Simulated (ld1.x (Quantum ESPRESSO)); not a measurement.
# nitrogen: TM pseudisation with PBE, scalar-relativistic reference atom.

N, norm-conserving Troullier–Martins (Kleinman–Bylander form), made with ld1.x (Quantum ESPRESSO) 7.5 (PBE, scalar-relativistic). Core [He], reference 2s1.75 2p3.25. Waves: 2s (bound): rc 1.00 bohr; 2p (bound): rc 1.25 bohr. Local part: the p channel. Core correction: none.

- Cutoffs needed: 70 Ry and 140 Ry (the cutoffs (Ry, on a coarse ladder) from which the occupation-weighted sum of valence levels, in a spherical-Bessel basis at the reference potential, stays within 10 and 1 mRy of its value at 400 Ry)
- Ghost test: no extra level below or beside the all-electron valence levels (s, p, d, f tested) (spherical-Bessel basis up to 400 Ry, 20 bohr box)
- Largest excitation error: +831 meV (all-electron minus pseudo) for 2s1 2p0, out of 7 test configurations
